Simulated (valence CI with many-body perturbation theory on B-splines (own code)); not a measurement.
E1 line list for Nd⁴⁷⁺

Computed by relativistic CI+MBPT: three valence electrons over a frozen Dirac-Fock core [Ne], radial functions for each j: 11 s, 11 p, 9 d, 7 f, 5 g, 2 h, 1 i, with the one-electron correlation potential Σ1 (screened to all orders), the two-electron term Σ2, the three-electron term Σ3, Breit, model QED; selected single and double excitations, second order for the rest (own B-spline code, finite nucleus).

The last digits are not significant, and no measured levels were compared; by estimate large intervals hold to a few tenths of a per cent, small ones and those within an open d or f shell to about a per cent.

Lines 1 to 50 of 275 in falling wavelength, among levels below 57.068 Ry, chosen from the strongest by gf and those to the six lowest levels. Wavelengths and rates use the calculated energies. Electric multipoles are in the length gauge, E1 and E2 with the static RPA response of the core. Weak lines are less certain than strong ones. Lines between different terms over intervals too small for the method are left out, as are lines whose strength nearly cancels. The highest levels of a list are the least certain.

Levels are named by their leading jj configuration (3d3/2^4 stands for four electrons in 3d with j = 3/2), which in mixed levels can hold well under half, so a name can repeat and another be missing. Letters in brackets count levels of one name in rising energy.

```csv
λ vac (nm),Upper,Lower,A (s⁻¹),S (a.u.)
80.76,(3s^2 3p3/2) J=3/2,(3s 3p1/2^2) J=1/2,3.89e+05,4.05e-04
13.92,(3p1/2 3p3/2 3d3/2) J=7/2,(3s 3p3/2 3d3/2) J=5/2 [b],2.98e+09,3.18e-02
13.06,(3s 3p1/2 3d3/2) J=5/2,(3s^2 3d3/2) J=3/2,4.80e+09,3.17e-02
12.59,(3s 3p1/2 3p3/2) J=3/2 [a],(3s^2 3p3/2) J=3/2,1.07e+09,4.22e-03
12.28,(3p1/2 3p3/2 3d5/2) J=7/2 [b],(3s 3p3/2 3d5/2) J=5/2 [b],6.84e+09,5.00e-02
12.06,(3p1/2 3p3/2^2) J=5/2,(3s 3p3/2^2) J=3/2,4.71e+09,2.45e-02
11.97,(3p1/2 3p3/2 3d5/2) J=9/2,(3s 3p3/2 3d5/2) J=7/2 [b],5.47e+09,4.62e-02
11.10,(3s 3p1/2 3p3/2) J=5/2,(3s^2 3p3/2) J=3/2,7.16e+09,2.90e-02
11.01,(3s 3p1/2 3d5/2) J=7/2,(3s^2 3d5/2) J=5/2,1.13e+10,5.98e-02
10.71,(3p1/2 3p3/2 3d3/2) J=5/2 [a],(3s 3p3/2 3d3/2) J=5/2 [a],6.62e+09,2.41e-02
10.71,(3p1/2^2 3d3/2) J=3/2,(3s 3p1/2 3d3/2) J=3/2 [b],9.27e+09,2.25e-02
10.69,(3p1/2 3p3/2 3d5/2) J=3/2 [b],(3s 3p3/2 3d5/2) J=3/2 [b],8.40e+09,2.03e-02
10.62,(3p1/2 3p3/2 3d3/2) J=5/2 [a],(3s 3p3/2 3d3/2) J=3/2 [a],5.52e+09,1.96e-02
10.61,(3p1/2 3p3/2 3d5/2) J=9/2,(3s 3p3/2 3d5/2) J=7/2 [a],9.83e+09,5.79e-02
10.49,(3p1/2^2 3d3/2) J=3/2,(3s 3p1/2 3d3/2) J=1/2,1.06e+10,2.42e-02
10.35,(3s 3p1/2^2) J=1/2,(3s^2 3p1/2) J=1/2,1.82e+10,1.99e-02
10.31,(3p1/2^2 3p3/2) J=3/2,(3s 3p1/2 3p3/2) J=3/2 [b],6.36e+09,1.38e-02
10.23,(3s 3p1/2 3d5/2) J=5/2 [b],(3s^2 3d5/2) J=5/2,9.62e+09,3.05e-02
10.18,(3p1/2 3p3/2 3d5/2) J=5/2 [a],(3s 3p3/2 3d5/2) J=3/2 [a],1.31e+10,4.11e-02
10.13,(3p1/2 3p3/2^2) J=1/2,(3s 3p3/2^2) J=1/2,2.06e+10,2.11e-02
10.09,(3p1/2 3p3/2 3d3/2) J=3/2 [a],(3s 3p3/2 3d3/2) J=3/2 [a],1.15e+10,2.33e-02
10.09,(3p1/2 3p3/2 3d5/2) J=5/2 [b],(3s 3p3/2 3d5/2) J=7/2 [b],8.43e+09,2.56e-02
10.08,(3p1/2 3p3/2 3d3/2) J=7/2,(3s 3p3/2 3d3/2) J=7/2,1.11e+10,4.49e-02
10.07,(3p1/2 3p3/2 3d5/2) J=3/2 [b],(3s 3p3/2 3d5/2) J=1/2,1.42e+10,2.87e-02
9.921,(3s 3p1/2 3d5/2) J=3/2,(3s^2 3d5/2) J=5/2,1.33e+10,2.57e-02
9.885,(3p1/2^2 3d5/2) J=5/2,(3s 3p1/2 3d5/2) J=3/2,2.03e+10,5.82e-02
9.852,(3p1/2 3p3/2 3d3/2) J=7/2,(3s 3p3/2 3d3/2) J=5/2 [a],5.43e+09,2.05e-02
9.640,(3p1/2 3p3/2 3d5/2) J=3/2 [a],(3s 3p3/2 3d5/2) J=5/2 [a],2.32e+10,4.11e-02
9.608,(3s 3p1/2 3p3/2) J=3/2 [b],(3s^2 3p3/2) J=3/2,1.19e+10,2.08e-02
9.598,(3p1/2^2 3d5/2) J=5/2,(3s 3p1/2 3d5/2) J=5/2 [b],2.38e+10,6.24e-02
9.431,(3p1/2 3p3/2 3d5/2) J=5/2 [a],(3s 3p3/2 3d5/2) J=5/2 [a],1.94e+10,4.83e-02
9.391,(3p1/2 3p3/2 3d5/2) J=7/2 [b],(3s 3p3/2 3d5/2) J=7/2 [a],1.09e+10,3.56e-02
9.257,(3p1/2 3p3/2^2) J=5/2,(3s 3p3/2^2) J=5/2,1.58e+10,3.70e-02
9.237,(3s 3p1/2 3d3/2) J=3/2 [a],(3s 3p1/2 3p3/2) J=3/2 [b],1.04e+10,1.62e-02
9.106,(3p1/2 3p3/2 3d5/2) J=5/2 [b],(3s 3p3/2 3d5/2) J=7/2 [a],1.88e+10,4.20e-02
9.036,(3s 3p1/2 3p3/2) J=1/2,(3s^2 3p3/2) J=3/2,1.79e+10,1.30e-02
9.020,(3p1/2 3p3/2 3d5/2) J=7/2 [a],(3s 3p3/2 3d5/2) J=9/2,3.42e+10,9.90e-02
9.010,(3p1/2^2 3p3/2) J=3/2,(3s 3p1/2 3p3/2) J=5/2,3.74e+10,5.40e-02
8.996,(3p1/2^2 3d5/2) J=5/2,(3s 3p1/2 3d5/2) J=7/2,4.49e+10,9.68e-02
8.974,(3p1/2^2 3d3/2) J=3/2,(3s 3p1/2 3d3/2) J=5/2,4.89e+10,6.98e-02
8.970,(3p1/2 3p3/2^2) J=3/2,(3s 3p3/2^2) J=5/2,2.93e+10,4.17e-02
8.693,(3p1/2 3p3/2 3d3/2) J=5/2 [b],(3s 3p3/2 3d3/2) J=7/2,3.89e+10,7.57e-02
8.622,(3s 3p1/2 3d3/2) J=5/2,(3s 3p1/2 3p3/2) J=3/2 [b],2.31e+09,4.39e-03
8.594,(3p1/2 3p3/2 3d5/2) J=9/2,(3s 3p3/2 3d5/2) J=9/2,2.63e+10,8.22e-02
8.567,(3p1/2 3p3/2 3d3/2) J=3/2 [b],(3s 3p3/2 3d3/2) J=5/2 [a],2.15e+10,2.67e-02
8.514,(3p1/2 3p3/2 3d3/2) J=5/2 [a],(3p1/2 3p3/2^2) J=5/2,1.48e+10,2.70e-02
8.392,(3p1/2^2 3d3/2) J=3/2,(3s 3p1/2 3d3/2) J=3/2 [a],2.33e+10,2.72e-02
8.220,(3p1/2^2 3p3/2) J=3/2,(3s 3p1/2 3p3/2) J=3/2 [a],1.34e+10,1.47e-02
8.179,(3s 3p1/2 3d3/2) J=3/2 [a],(3s 3p1/2 3p3/2) J=5/2,1.12e+10,1.21e-02
7.693,(3s 3p1/2 3d3/2) J=5/2,(3s 3p1/2 3p3/2) J=5/2,6.60e+09,8.90e-03
```
